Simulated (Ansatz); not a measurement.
```yaml
crystal:
  periodic: [false, false, false]
  atoms:
    - {symbol: B, position_ang: [-0.250584, 1.458214, 0.095522]}
    - {symbol: B, position_ang: [-0.369232, 0.299638, -1.040171]}
    - {symbol: Si, position_ang: [0.831152, -0.177520, 0.684305]}
    - {symbol: N, position_ang: [-0.520576, -1.072032, -0.323287]}
    - {symbol: Xx, position_ang: [0.162233, 2.567270, -0.071121]}
    - {symbol: H, position_ang: [-0.889859, 1.254058, 1.119984]}
    - {symbol: H, position_ang: [0.073615, 0.194441, -2.148325]}
    - {symbol: H, position_ang: [2.063669, -0.855048, 0.188899]}
    - {symbol: H, position_ang: [0.642145, -0.624802, 2.086462]}
    - {symbol: H, position_ang: [-0.328546, -1.930537, -0.823419]}
    - {symbol: H, position_ang: [-1.348617, -1.170581, 0.251649]}
basis:
  gaussian: {orbitals: aug-pcseg-2}
hamiltonian: {xc: {name: r2SCAN0}, dispersion: d4}
```

```sh
$ ansatz run in.yaml --threads 2 --pin off --events-out ev --progress --plain --max-ram 4352MiB
```

It prints (some lines left out):

```
Error: YAML parse error: error: line 8 column 16: `Xx` is not an element symbol (H … Og, case-exact)
 6 |     - {symbol: Si, position_ang: [0.831152, -0.177520, 0.684305]}
 7 |     - {symbol: N, position_ang: [-0.520576, -1.072032, -0.323287]}
 8 |     - {symbol: Xx, position_ang: [0.162233, 2.567270, -0.071121]}
 9 |     - {symbol: H, position_ang: [-0.889859, 1.254058, 1.119984]}
10 |     - {symbol: H, position_ang: [0.073615, 0.194441, -2.148325]}
```

Question: Something in this input is off. What?

Answer: An element symbol is wrong. The input was rejected before any iteration.
